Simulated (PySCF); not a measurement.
Al(Me)(NCO)(OH) (C₂H₄AlNO₂), SMILES [CH3][Al]([OH])[N]=C=O. Atoms are numbered in the order given.

```xyz
10

Al     0.0779     0.9054     0.0000
C     -1.5282     1.9768     0.0000
H     -2.1494     1.7597     0.8842
H     -2.1494     1.7597    -0.8842
H     -1.2959     3.0523     0.0000
N      0.0094    -0.8798     0.0000
C     -0.0711    -2.0773     0.0000
O     -0.1471    -3.2444     0.0000
O      1.6048     1.6471     0.0000
H      2.4512     1.1979     0.0000
```
Charge 0, spin multiplicity 1.

The structure is a stationary point at PBE0-D3(BJ)/def2-SVP. The structure was generated by enumeration; whether it is a known compound was not checked. One conformer was computed; it need not be the lowest.

Method: PBE/pcSseg-1 run with PySCF.

GIAO shieldings, no solvent; atoms alike by connectivity are averaged. δ = σ(ref) − σ: ¹³C against TMS (σ = 182.0 ppm); ¹H against TMS (σ = 31.49 ppm); ¹⁵N against NH3 (σ = 267.0 ppm); ¹⁷O against H2O (σ = 334.3 ppm), references at their B3LYP-D3(BJ)/def2-TZVP geometries, non-relativistic.

Question: Estimate the chemical shifts. (The exact figures need the calculation; the answer reports its results.)

Answer: 
```json
[
 {"nucleus": "¹³C", "atoms": "C7", "count": "1", "δ (ppm)": "123.2"},
 {"nucleus": "¹³C", "atoms": "C2", "count": "1", "δ (ppm)": "-16.5"},
 {"nucleus": "¹H", "atoms": "H10", "count": "1", "δ (ppm)": "2.60"},
 {"nucleus": "¹H", "atoms": "H3, H4, H5", "count": "3", "δ (ppm)": "-0.09"},
 {"nucleus": "¹⁵N", "atoms": "N6", "count": "1", "δ (ppm)": "60.4"},
 {"nucleus": "¹⁷O", "atoms": "O8", "count": "1", "δ (ppm)": "136.5"},
 {"nucleus": "¹⁷O", "atoms": "O9", "count": "1", "δ (ppm)": "62.5"}
]
```
